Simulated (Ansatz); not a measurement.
A nudged elastic band was laid between two geometries of H6OSSi2 (10 atoms, charge 0, multiplicity 1).

Theory: Ansatz, RKS r2SCANh/def2-SVP.

| Quantity | Value |
| --- | --- |
| movable images | 5 |
| climbing image | yes |
| spring | 5.0 eV/Å² |
| optimiser | quadratic models (default) |
| start path | through a guess of the saddle point |
| force threshold | 0.05 eV/Å |
| iteration limit | 60 |
| end points | relaxed |

First end point:

```xyz
10
Properties=species:S:1:pos:R:3
O -1.828 0.536 -0.235
Si -0.172 0.596 -0.070
Si 0.445 -1.444 0.880
S 0.879 0.766 -1.948
H -2.253 1.266 -0.698
H 0.241 1.783 0.738
H 1.893 -1.402 1.238
H 0.220 -2.536 -0.111
H -0.354 -1.722 2.108
H 1.012 2.106 -1.898
```

Last end point:

```xyz
10
Properties=species:S:1:pos:R:3
O -2.189 0.239 -0.384
Si -1.010 0.842 0.674
Si 0.286 -1.189 0.796
S 0.800 1.592 -1.204
H -2.897 0.874 -0.538
H 1.704 2.016 -0.297
H 1.679 -0.864 1.259
H 0.435 -1.887 -0.526
H -0.267 -2.184 1.768
H 1.541 0.510 -1.545
```

(1) What changes between the two ends?

(2) Give the energies along the band, and the barrier.

(3) What is the geometry of the highest image?

## Answers

(1) Bonds broken: Si2–S4, Si2–H6. Bonds formed: S4–H6. H6OSSi2 becomes H2S + H4OSi2.

(2) The forces met the threshold. The highest image is number 4 of 0 to 6, 2.59 eV above the first end and 0.39 eV above the last; the last end lies 2.21 eV above the first. Neighbouring images differ by up to 1.7 eV, so the band resolves the path poorly. A vibrational analysis at the climbing image gives one clearly imaginary mode, 685i cm⁻¹: a first-order saddle point. The orbitals stay closed-shell, which can raise the energy where a bond breaks towards radicals; this wasn't checked here.

| image | path coordinate (Å) | energy (eV) | Si2–S4 (Å) | Si2–H6 (Å) | S4–H6 (Å) |
| --- | --- | --- | --- | --- | --- |
| 0 | 0.00 | 0.00 | 2.16 | 1.49 | 2.94 |
| 1 | 0.84 | 0.02 | 2.17 | 1.50 | 2.95 |
| 2 | 1.69 | 0.08 | 2.17 | 1.49 | 2.95 |
| 3 | 2.53 | 0.87 | 2.25 | 1.47 | 2.44 |
| 4 | 3.38 | 2.59 | 2.66 | 1.67 | 1.63 |
| 5 | 4.73 | 2.24 | 2.73 | 3.10 | 1.35 |
| 6 | 6.08 | 2.21 | 2.71 | 3.11 | 1.35 |

(3) 
```xyz
10
Properties=species:S:1:pos:R:3
O -2.110 0.372 -0.231
Si -0.633 0.792 0.436
Si 0.419 -1.298 0.749
S 0.893 1.219 -1.698
H -2.720 1.106 -0.361
H 0.223 1.957 -0.402
H 1.879 -1.049 0.943
H 0.219 -2.182 -0.436
H -0.099 -1.985 1.971
H 2.011 1.018 -0.969
```

Time of the run: 3.6 min on 2 threads of AMD EPYC 9R45 96-Core Processor (Zen 5) (shared host), peak memory 0.27 GiB.
